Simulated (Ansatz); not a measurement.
```yaml
crystal:
  periodic: [false, false, false]
  atoms:
    - {symbol: C, position_ang: [1.389972, -2.540349, -1.790892]}
    - {symbol: C, position_ang: [1.244935, -1.358634, -0.692541]}
    - {symbol: C, position_ang: [-0.044806, -0.550402, -0.445708]}
    - {symbol: C, position_ang: [-0.008881, 0.483556, 0.624471]}
    - {symbol: C, position_ang: [-1.355385, 1.359992, 0.620017]}
    - {symbol: C, position_ang: [-1.339846, 2.416645, 1.584041]}
    - {symbol: Br, position_ang: [-0.172919, 3.895437, 1.231499]}
    - {symbol: H, position_ang: [0.563730, -3.130787, -1.470703]}
    - {symbol: H, position_ang: [2.004808, -2.877474, -1.523186]}
    - {symbol: H, position_ang: [0.963315, -2.072623, -2.466563]}
    - {symbol: H, position_ang: [1.800463, -1.709755, 0.162725]}
    - {symbol: H, position_ang: [2.264545, -0.500023, -0.721891]}
    - {symbol: H, position_ang: [-0.167718, -0.323388, -1.370104]}
    - {symbol: H, position_ang: [-1.027703, -1.611830, -0.105076]}
    - {symbol: H, position_ang: [0.888333, 1.223298, 0.220601]}
    - {symbol: H, position_ang: [0.421276, 0.176859, 1.442252]}
    - {symbol: H, position_ang: [-2.143385, 0.422971, 0.960617]}
    - {symbol: H, position_ang: [-1.736760, 1.741403, -0.312629]}
    - {symbol: H, position_ang: [-2.337959, 2.785500, 1.811118]}
    - {symbol: H, position_ang: [-1.049861, 1.955358, 2.862428]}
basis:
  gaussian: {orbitals: def2-SVPD, fitting: {mean_field: cc-pVTZ-jkfit}}
hamiltonian: {xc: {name: wPBEh}}
relax: {f_tol: 0.001, max_steps: 3}
```

```sh
$ ansatz run in.yaml --threads 2 --pin off --events-out ev --progress --plain --max-ram 32768MiB --backend cuda --devices 0, --max-vram 18GiB
```

It prints (some lines left out):

```
Functional definition: wPBEh
1071 factors; integrals over basis functions are off by at most 2.3e-1 eV
1071 factors; integrals over basis functions are off by at most 8.9e-7 eV
mean field evaluation 1: about -76427.4897 eV, gradient 7.3e1 eV
mean field evaluation 2: about -76416.4236 eV, gradient 9.5e1 eV
mean field evaluation 4: about -76441.2077 eV, gradient 5.6e0 eV
mean field evaluation 8: about -76441.2974 eV, gradient 1.7e-1 eV
mean field evaluation 16: about -76441.2975 eV, gradient 4.3e-5 eV
mean field -76441.29752715 eV, -2809.1658703502 hartree, gradient 4.3e-5 eV, S^2 0.000000; 0 other end points of the search recorded, 0 dependent functions left out
reference -76441.29759832 eV, -2809.1658729659 hartree; 42, 42 occupied and 223, 223 virtual orbitals, 1071 factors
relax step   1: F+E_penalty+E_count = -76441.29752715 eV  Δ(F+E_penalty+E_count) = +0.000e0 eV  max|allowed force component| = 2.979e1 eV/Å  Δτ_max = 0.0000 Å  (28 SCF iters, accepted)
1071 factors; integrals over basis functions are off by at most 2.3e-1 eV
1071 factors; integrals over basis functions are off by at most 9.0e-7 eV
mean field -76449.78185093 eV, -2809.4776634983 hartree, gradient 1.8e-5 eV, S^2 0.000000; 0 other end points of the search recorded, 0 dependent functions left out
reference -76449.78192030 eV, -2809.4776660476 hartree; 42, 42 occupied and 223, 223 virtual orbitals, 1071 factors
relax step   2: F+E_penalty+E_count = -76449.78185093 eV  Δ(F+E_penalty+E_count) = -8.484e0 eV  max|allowed force component| = 5.207e0 eV/Å  Δτ_max = 0.1962 Å  (33 SCF iters, accepted)
1071 factors; integrals over basis functions are off by at most 2.3e-1 eV
1071 factors; integrals over basis functions are off by at most 8.9e-7 eV
mean field -76452.27133507 eV, -2809.5691503532 hartree, gradient 1.1e-5 eV, S^2 0.000000; 0 other end points of the search recorded, 0 dependent functions left out
reference -76452.27140489 eV, -2809.5691529188 hartree; 42, 42 occupied and 223, 223 virtual orbitals, 1071 factors
relax step   3: F+E_penalty+E_count = -76452.27133507 eV  Δ(F+E_penalty+E_count) = -2.489e0 eV  max|allowed force component| = 2.201e0 eV/Å  Δτ_max = 0.1972 Å  (34 SCF iters, accepted)
Error: geometry relaxation did not converge after 3 steps: max|allowed force component| = 2.20e0 eV/Å (threshold 1.0e-3). Raise `relax.max_steps` over both its present limit and 3, loosen `relax.f_tol`, or start from a geometry closer to equilibrium. Where this run's directory can be resumed (`checkpoint.write`), a resume goes on for up to `relax.max_steps` more
```

(1) What is wrong with this run?

## Answers

(1) The relaxation is allowed too few steps for its threshold. The run did not converge.
